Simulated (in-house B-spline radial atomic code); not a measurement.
A run on As⁻ that did not converge. Method: scalar-relativistic (X2C) PBE0, spin-polarised, spherical fractional occupations, exact exchange averaged over the configuration, Fermi nucleus of rms radius 4.0968 fm; computed with an all-electron radial atomic-structure program (B-spline basis).

Command:
```bash
python run_scf.py task.json out
```
Settings (nuclear radius in fm, mass in u):
```
Z                33
configuration    [Ar] 3d10 4s2 4p4
hamiltonian      x2c
method           pbe0
spin_polarised   True
nucleus          fermi
rms_radius       4.0968
atomic_mass      74.92159
speed_of_light   137.035999084
exact_exchange   averaged over the configuration
```

First and last ten iterations of the last attempt (damped for 15 steps, keeping 80 % of the old Fock matrix, then DIIS):
```
 iter        energy (Eh)    residual
    1       -2260.048783    3.84e-01
    2       -2260.389898    8.42e-02
    3       -2260.489311    4.89e-02
    4       -2260.521158    3.43e-02
    5       -2260.500071    2.37e-02
    6       -2260.533243    1.81e-02
    7       -2260.538140    1.30e-02
    8       -2260.539974    9.47e-03
    9       -2260.486630    1.74e-02
   10       -2260.534061    7.76e-03
  111       -2259.210027    6.79e-02
  112       -2225.964596    4.21e-01
  113       -2226.106223    4.21e-01
  114       -2260.497611    7.34e-03
  115       -2260.517157    1.61e-02
  116       -2260.532474    8.62e-03
  117       -2260.538149    4.54e-03
  118       -2260.491798    1.58e-02
  119       -2260.493439    1.55e-02
  120       -2260.492906    1.56e-02
 not converged after 120 iterations
```

The smallest residual met was 3.2e-03; the threshold is about 3e-07. No energy from this run should be used. Run time, properties included: 7.5 s on 1 thread of Arm Neoverse N1, on a shared host.
